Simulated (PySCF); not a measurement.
Input for PySCF: R-B3LYP/6-31G* on CH4S (SMILES CS).

```python
from pyscf import gto, scf, dft, mp
from pyscf.data.elements import chemcore

mol = gto.M(
    atom='''
    C     1.16878456    0.09359459    4.28288106
    S    -0.63864542   -0.08870962    4.12906316
    H     1.55685850    0.81177001    3.56262620
    H     1.36574608    0.46475906    5.28718116
    H     1.67155222   -0.86390123    4.15979472
    H    -0.63209750   -0.58340233    2.86780896
    ''',
    basis='6-31g*',
    cart=True,
    charge=0, spin=0, verbose=3, max_memory=1800)
mf = dft.RKS(mol, xc='b3lyp')
mf.conv_tol = 1e-8
mf.max_cycle = 100
mf.kernel()
if not mf.converged:
    mf = mf.newton().run(mf.mo_coeff, mf.mo_occ)
```

The log:

```
converged SCF energy = -438.698210904562
```

Self-consistency was reached.

Cost: roughly 1.1 core-seconds.
